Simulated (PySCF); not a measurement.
A PySCF script (with the pyscf-properties extension) for the NMR shieldings of `CCCCOB(F)F`, C$_{4}$H$_{9}$BF$_{2}$O, on a GFN2-xTB geometry:

```python
import basis_set_exchange as bse
import numpy as np
from pyscf import gto, dft
from pyscf.prop import nmr

atoms = """
C    -2.605783    0.227602    0.203096
C    -1.322588    0.313988   -0.614445
C    -0.147386   -0.328997    0.118998
C     1.150249   -0.203164   -0.675321
O     2.233612   -0.808016    0.025672
B     3.019304   -0.172521    0.867660
F     2.942443    1.128497    1.135747
F     3.975800   -0.825707    1.500814
H    -2.488691    0.744947    1.152300
H    -3.431951    0.683238   -0.337119
H    -2.859991   -0.809450    0.408915
H    -1.467690   -0.185879   -1.574074
H    -1.091095    1.361658   -0.816698
H    -0.352999   -1.386048    0.297594
H    -0.008257    0.155254    1.088059
H     1.074166   -0.735119   -1.627437
H     1.373860    0.851745   -0.864746
"""
names = dict.fromkeys(["C", "O", "B", "F", "H"], "pcSseg-1")
basis = {el: gto.basis.parse(bse.get_basis(n, elements=[el], fmt="nwchem")) for el, n in names.items()}
mol = gto.M(atom=atoms, basis=basis, charge=0, verbose=0)
mf = dft.RKS(mol, xc="PBE0")
mf.grids.level = 2
mf.grids.alignment = dft.numint.BLKSIZE   # the property module wants whole blocks of grid points
mf.conv_tol = 1e-9
mf.kernel()

calc = nmr.RKS(mf)   # GIAO
C = mf.mo_coeff
Co = C[:, mf.mo_occ > 0]
resp = mf.gen_response(singlet=True, hermi=2)
def vind(x):   # induced exchange potential for any number of trial vectors
    d = np.einsum("pi,xij,qj->xpq", C, 2 * x.reshape(-1, C.shape[1], Co.shape[1]), Co, optimize=True)
    return np.einsum("xpq,pi,qj->xij", resp(d - d.transpose(0, 2, 1)), C, Co, optimize=True).ravel()
mo1, _ = nmr.rhf.solve_mo1(calc, with_cphf=vind)
sigma = calc.kernel(mo1)
for i, s in enumerate(sigma):   # ppm
    print("%2d %-2s %9.2f" % (i, mol.atom_pure_symbol(i), np.trace(s) / 3))
```

**Question.** What are the results?

**Answer.** 
```
 0 C     170.32
 1 C     164.65
 2 C     147.43
 3 C     116.66
 4 O     234.65
 5 B      87.58
 6 F     313.34
 7 F     305.39
 8 H      30.72
 9 H      30.39
10 H      30.71
11 H      30.56
12 H      30.57
13 H      29.93
14 H      30.33
15 H      27.71
16 H      27.52
```

These numbers come from an equivalent density-fitted implementation of the same equations, which agrees with the script to about 0.01 ppm for H and up to a few tenths of a ppm for heavy atoms, so last digits may differ.

Size and cost of the density-fitted run: 181 basis functions, 47 s wall time on 1 thread of an Arm Neoverse N1, shared host; peak memory 0.81 GiB.
